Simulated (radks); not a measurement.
Values are calculated unless marked as measured or tabulated.
Question: Valence configurations of Sr (all share [Kr]). Level of theory: scalar-relativistic Kohn-Sham, BLYP, spin-polarised, spherical densities, point nucleus; open shells are filled with parallel spins first (spin-orbit coupling, left out, can overturn this in heavy ions) (a radial shooting solver on a logarithmic mesh with Libxc functionals). Order these by energy: 4d2; 5s2; 4d1 5s1; 5s1.5 5p0.5; 4d0.5 5s0.5 5p1; 5s1 5p1; 4d1 5p1; 5p2; 4d0.5 5s1.5.

Answer: From the lowest, in eV above it: 5s2 0.000; 5s1.5 5p0.5 1.076; 4d0.5 5s1.5 1.077; 5s1 5p1 2.016; 4d1 5s1 2.033; 4d0.5 5s0.5 5p1 3.133; 4d1 5p1 4.288; 4d2 4.528; 5p2 4.541. NIST lists [Kr] 5s2 as the ground configuration; this level of theory agrees among the configurations tried. The energies are those of spherical high-spin densities, not of single terms.
